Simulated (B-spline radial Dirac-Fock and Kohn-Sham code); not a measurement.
**Satellites and hypersatellites of the K lines of Rb³⁺**

System: the Rb³⁺ ion in the configuration [Ar] 3d10 4s2 4p4.

Input file task.json (cfg lists n, l and occupation; rrms is the nuclear radius in fm):

```json
{"items": [{
  "Z": 37,
  "q": 3,
  "cfg": [[1, 0, 2], [2, 0, 2], [2, 1, 6], [3, 0, 2], [3, 1, 6], [3, 2, 10], [4, 0, 2], [4, 1, 4]],
  "A": 85,
  "rrms": 4.2036,
  "do": ["binding", "quiet", "double"]
}]}
```

Launch: `python xray_run.py task.json out`

Calculated with a radial atomic solver, using Dirac-Fock (average of configuration) total-energy differences with a finite nucleus, the Breit interaction including its frequency dependence, and self-energy and vacuum-polarisation corrections. Each two-hole energy is an average over J within one jj subconfiguration, not an observable level; in light atoms, where LS coupling holds, the j-resolved values are not observed lines, and for a K spectator the Kα1 hypersatellite is nearly forbidden. No correlation.

Lines without a spectator: Kα2 (K-L2) 13334.6 eV, Kβ3 (K-M2) 14949.7 eV. Shifts in eV with one spectator hole (a dash: not computed, or left out as unreliable):

| spectator hole | Kα2 | Kβ3 |
| --- | --- | --- |
| K (1s) | +403.2 | +508.7 |
| L2 (2p1/2) | +40.8 | – |
| M2 (3p1/2) | – | +10.51 |
| M4 (3d3/2) | -0.09 | – |
| M5 (3d5/2) | -1.85 | – |

Run: 61 s of CPU time on 1 thread of Intel(R) Xeon(R) Platinum 8259CL CPU @ 2.50GHz (shared host), peak memory 0.44 GiB.
